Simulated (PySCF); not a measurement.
B3LYP on Sn⁻ (tin, charge -1), [Kr] 4d10 5s2 5p3, high-spin 4S determinant. All numbers are calculated (PySCF 2.14, scalar relativity through the core potential, in aug-cc-pwCVDZ-PP with ECP28MDF (6s5p4d1f, 48 functions)).

```
cycle= 1 E= -214.372499510381  delta_E= -0.00841  |g|= 0.0307  |ddm|= 0.854
cycle= 2 E= -214.372771353968  delta_E= -0.000272  |g|= 0.0175  |ddm|= 0.135
cycle= 3 E= -214.372849144623  delta_E= -7.78e-05  |g|= 0.0015  |ddm|= 0.0394
cycle= 4 E= -214.372849531648  delta_E= -3.87e-07  |g|= 0.00104  |ddm|= 0.00967
cycle= 5 E= -214.372850284102  delta_E= -7.52e-07  |g|= 2.69e-05  |ddm|= 0.00375
cycle= 6 E= -214.372850285195  delta_E= -1.09e-09  |g|= 2.41e-06  |ddm|= 0.00027
cycle= 7 E= -214.372850285203  delta_E= -7.65e-12  |g|= 2.62e-07  |ddm|= 1.25e-05
converged SCF energy = -214.372850285203  <S^2> = 3.75065  2S+1 = 4.000325
```

Highest occupied orbital energy: 0.526 eV; ⟨L²⟩ = 0.00; populations by l: s 4.00, p 9.00, d 10.00, f 0.00.

Problem. Can this result be used?

Solution. With care. Self-consistency was reached. Energies and moments cover only the electrons outside the core potential. At B3LYP the highest occupied level has a positive energy, so only the finite basis holds that electron; in a semilocal or global hybrid functional this comes from self-interaction and does not mean that the real anion is unbound.
